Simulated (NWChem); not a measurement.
System: C$_{2}$H$_{4}$NO, doublet; SMILES C[N]C=O

Excerpt of the output:

```
             Northwest Computational Chemistry Package (NWChem) 7.3.0
             --------------------------------------------------------

 C1  symmetry detected

                             Geometry "geometry" -> ""
                             -------------------------

 Output coordinates in angstroms (scale by  1.889725989 to convert to a.u.)

  No.       Tag          Charge          X              Y              Z
 ---- ---------------- ---------- -------------- -------------- --------------
    1 C                    6.0000     0.43708892     1.41403075     0.05018514
    2 N                    7.0000    -0.66229592     0.52589744    -0.14273758
    3 C                    6.0000    -0.52378274    -0.80609855     0.09990776
    4 O                    8.0000     0.56121311    -1.38340776    -0.06153225
    5 H                    1.0000     0.77412681     1.82845843    -0.92783381
    6 H                    1.0000     0.06620691     2.30103255     0.61598069
    7 H                    1.0000     1.30319951     0.96089811     0.58051197
    8 H                    1.0000    -1.47700364    -1.35200233     0.32220486

 Effective nuclear repulsion energy (a.u.)     112.4113202295

                                 NWChem DFT Module
                                 -----------------

 Summary of "ao basis" -> "ao basis" (spherical)
 ------------------------------------------------------------------------------
       Tag                 Description            Shells   Functions and Types
 ---------------- ------------------------------  ------  ---------------------
 C                          def2-svp                 6       14   3s2p1d
 N                          def2-svp                 6       14   3s2p1d
 O                          def2-svp                 6       14   3s2p1d
 H                          def2-svp                 3        5   2s1p

            General Information
            -------------------
          SCF calculation type: DFT
          Wavefunction type:  spin polarized.
          No. of atoms     :     8
          No. of electrons :    31
           Alpha electrons :    16
            Beta electrons :    15
          Charge           :     0
          Spin multiplicity:     2
          Use of symmetry is: off; symmetry adaption is: off
          Maximum number of iterations: 150
          AO basis - number of functions:    76
                     number of shells:    36
          Convergence on energy requested:  1.00D-06
          Convergence on density requested:  1.00D-05
          Convergence on gradient requested:  5.00D-04

              XC Information
              --------------
                        M06-L Method XC Functional
                         M06-L Exchange Functional  1.000
                       M06-L Correlation Potential  1.000

             Grid Information
             ----------------
          Grid used for XC integration:  fine
          Radial quadrature: Mura-Knowles
          Angular quadrature: Lebedev.
          Tag              B.-S. Rad. Rad. Pts. Rad. Cut. Ang. Pts.
          ---              ---------- --------- --------- ---------
          C                   0.70       70          10.0       590
          N                   0.65       70           8.0       590
          O                   0.60       70          10.0       590
          H                   0.35       60          11.0       590
          Grid pruning is: on
          Number of quadrature shells:   520
          Spatial weights used:  Erf1

      Superposition of Atomic Density Guess
      -------------------------------------

 Sum of atomic energies:        -206.18207255

      Non-variational initial energy
      ------------------------------

 Total energy =    -207.998274
 1-e energy   =    -502.308098
 2-e energy   =     181.898504
 HOMO         =      -0.267504
 LUMO         =       0.035741

     ---------------------------------------------
      Total Density - Mulliken Population Analysis
     ---------------------------------------------

    Atom       Charge   Shell Charges
 -----------   ------   -------------------------------------------------------
    1 C    6     6.02   1.99  0.94  0.21  1.91  0.94  0.03
    2 N    7     7.29   1.99  1.08  0.56  2.19  1.45  0.02
    3 C    6     5.34   1.99  0.92  0.23  1.56  0.55  0.09
    4 O    8     8.77   1.99  1.13  0.70  3.05  1.88  0.01
    5 H    1     0.86   0.64  0.20  0.02
    6 H    1     0.86   0.64  0.20  0.02
    7 H    1     0.92   0.68  0.22  0.02
    8 H    1     0.94   0.68  0.24  0.02

     --------------------------------------------
      Spin Density - Mulliken Population Analysis
     --------------------------------------------

[...]

                         DFT ENERGY GRADIENTS

    atom               coordinates                        gradient
                 x          y          z           x          y          z
   1 C       0.825978   2.672131   0.094836    0.000514  -0.000290  -0.001472
   2 N      -1.251558   0.993802  -0.269735   -0.002330   0.000070  -0.000207
   3 C      -0.989806  -1.523305   0.188798   -0.017874   0.006259   0.003275
   4 O       1.060539  -2.614262  -0.116279    0.020055  -0.009172  -0.003428
   5 H       1.462888   3.455285  -1.753352    0.002603   0.003220  -0.006073
   6 H       0.125113   4.348321   1.164035   -0.002813   0.005967   0.003683
   7 H       2.462690   1.815834   1.097009    0.004782  -0.002685   0.003315
   8 H      -2.791132  -2.554914   0.608879   -0.004937  -0.003370   0.000908
```

Level: M06-L/def2-SVP, spin-unrestricted. The geometry was optimised at PBE-D3(BJ)/def2-SVP, spin-unrestricted. No stability test was run on the SCF state.

Task: Reconstruct the input file.

Result: One answer among several that fit: the input that was run:
```
start job
memory heap 200 mb stack 900 mb global 1100 mb
geometry units angstroms noautoz
  C      0.443535    -1.449136    -0.111530
  N     -0.691152    -0.584858    -0.124017
  C     -0.529519     0.766175    -0.094681
  O      0.434823     1.289701     0.481973
  H      0.479898    -2.023888     0.842516
  H      0.292449    -2.224876    -0.898836
  H      1.414566    -0.931054    -0.270945
  H     -1.387140     1.358142    -0.507135
end
basis spherical
  * library def2-svp
end
dft
  odft
  mult 2
  xc m06-l
  grid fine
  iterations 150
  mulliken
end
task dft gradient
```
